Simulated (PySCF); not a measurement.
Ranking problems on computed properties.

All species are isolated and taken at one optimised geometry, non-relativistic unless stated; the electronic structure was computed with PySCF and density fitting.

Dipoles, sizes and rotational constants follow the conformer. The torsions of the flexible species, by atom-mapped SMILES:
- `[CH:1]#[C:2][O:3][CH2:4][CH3:5]`: C2–O3–C4–C5 67°
- `[CH3:1][C:2]([CH3:3])([CH3:4])[c:5]1[p:6][c:7]([F:8])[cH:9][s:10]1`: C1–C2–C5–P6 -120°
- `[CH3:1][CH2:2][C@@H:3]([CH3:4])[S@@:5]([CH3:6])=[O:7]`: C1–C2–C3–C4 175°, C2–C3–S5–C6 167°
- `[SiH3:1][p:2]1[pH:3][p:4]1-[c:5]1[cH:6][cH:7][cH:8][cH:9][cH:10]1`: P3–P4–C5–C6 99°
- `[CH3:1][S:2][CH2:3][C@H:4]([CH3:5])[CH2:6][F:7]`: C1–S2–C3–C4 -74°, S2–C3–C4–C5 -65°, C3–C4–C6–F7 -64°
- `[SiH3:1][C:2]#[C:3][SiH2:4][O:5][SiH2:6][Cl:7]`: C3–Si4–O5–Si6 7°, Si4–O5–Si6–Cl7 -27°
- `[F:1][CH2:2][CH2:3][CH2:4][O:5][Si:6]([F:7])([F:8])[F:9]`: F1–C2–C3–C4 -61°, C2–C3–C4–O5 -179°, C3–C4–O5–Si6 -179°, C4–O5–Si6–F7 64°
- `[F:1][CH2:2][SiH2:3][CH2:4][O:5][C:6]([F:7])([F:8])[F:9]`: F1–C2–Si3–C4 -164°, C2–Si3–C4–O5 -39°, Si3–C4–O5–C6 -73°, C4–O5–C6–F7 64°
- `[CH2:1]=[CH:2][O:3][CH:4]=[CH2:5]`: C1–C2–O3–C4 180°, C2–O3–C4–C5 180°
- `[CH2:1]=[C:2]([F:3])/[C:4]([CH3:5])=[CH:6]\[CH2:7][C:8]([F:9])([F:10])[F:11]`: C1–C2–C4–C5 22°, C4–C6–C7–C8 129°, C6–C7–C8–F9 179°
- `[H]/[N:1]=[C:2](\[CH2:3][C:4]#[C:5][SiH3:6])[C:7]([NH2:8])=[O:9]`: N1–C2–C3–C4 0°, N1–C2–C7–N8 1°, H–N8–C7–C2 180°, H–N8–C7–C2 0°

The conformers of `O[SiH]1OCCCO1` and `F[C@@H]1[C@@H]2CC[C@@]1(C(F)(F)F)C2` aren't listed.

Question: Rank by HOMO–LUMO gap, lowest first (PBE0/pcSseg-1 at GFN2-xTB geometries).
A. `C(C)(C)(c1pc(cs1)F)C`
B. `C#COCC`
C. `c1(ccccc1)-p1[pH]p1[SiH3]`
D. `CC[C@@H](C)[S@@](C)=O`

Answer: A (5.58 eV), C (5.92 eV), D (7.41 eV), B (8.40 eV).

Question: Rank by lowest triplet excitation (Tamm–Dancoff), lowest first (TDA B3LYP/def2-SVPD at GFN2-xTB geometries).
A. `FCCCO[Si](F)(F)F`
B. `C([SiH3])#C[SiH2]O[SiH2]Cl`
C. `O[SiH]1OCCCO1`
D. `C([C@@H](CF)C)SC`

Answer: B (4.64 eV), D (4.97 eV), C (7.20 eV), A (7.75 eV).

Q: Give the two extremes of that set in kJ/mol.

A: `[SiH3]C#C[SiH2]O[SiH2]Cl`: 447 kJ/mol; `FCCCO[Si](F)(F)F`: 748 kJ/mol.

Question: Rank by static isotropic polarisability, highest first (B3LYP/def2-SVPD at GFN2-xTB geometries).
A. `[SiH3]C#C[SiH2]O[SiH2]Cl`
B. `C=COC=C`
C. `CSC[C@H](C)CF`
D. `O[SiH]1OCCCO1`
E. `FCCCO[Si](F)(F)F`
F. `FC[SiH2]COC(F)(F)F`

Answer: A (115.6 au), C (84.4 au), F (71.1 au), D (66.8 au), E (62.8 au), B (59.5 au).

Question: Rank by smallest rotational constant, lowest first (GFN2-xTB).
A. `FC[SiH2]COC(F)(F)F`
B. `CSC[C@H](C)CF`
C. `C=COC=C`
D. `C[S@]([C@@H](CC)C)=O`
E. `C=C(F)/C(C)=C\CC(F)(F)F`
F. `C#COCC`

Answer: E (0.509 GHz), A (0.660 GHz), B (0.997 GHz), D (1.403 GHz), C (2.365 GHz), F (2.902 GHz).

Q: By how much do the two ends of that ranking differ?

A: By 2.393 GHz, between `C#COCC` and `C=C(F)/C(C)=C\CC(F)(F)F`.

Question: Rank by HOMO energy, highest first (PBE0/pcSseg-1 at GFN2-xTB geometries).
A. `O=[S@@]([C@@H](CC)C)C`
B. `C=C(F)/C(C)=C\CC(F)(F)F`
C. `NC(/C(CC#C[SiH3])=N/[H])=O`
D. `F[C@@H]1[C@@H]2CC[C@@]1(C(F)(F)F)C2`
E. `[SiH3]p1[pH]p1-c1ccccc1`

Answer: A (-6.52 eV), E (-6.95 eV), B (-7.17 eV), C (-7.49 eV), D (-9.05 eV).

Q: By how much do the two ends of that ranking differ?

A: By 2.53 eV, between `CC[C@@H](C)[S@@](C)=O` and `F[C@@H]1[C@@H]2CC[C@@]1(C(F)(F)F)C2`.

Question: Rank by electronic spatial extent ⟨r²⟩ about the centre of nuclear charge, lowest first (B3LYP/def2-SVPD at GFN2-xTB geometries).
A. `C=COC=C`
B. `[SiH3]C#C[SiH2]O[SiH2]Cl`
C. `CSC[C@H](C)CF`
D. `FCCCO[Si](F)(F)F`
E. `FC[SiH2]COC(F)(F)F`

Answer: A (525 bohr²), C (1209 bohr²), E (1635 bohr²), D (2086 bohr²), B (2314 bohr²).

Q: Give the two extremes of that set in Å².

A: `C=COC=C`: 147 Å²; `[SiH3]C#C[SiH2]O[SiH2]Cl`: 648 Å².
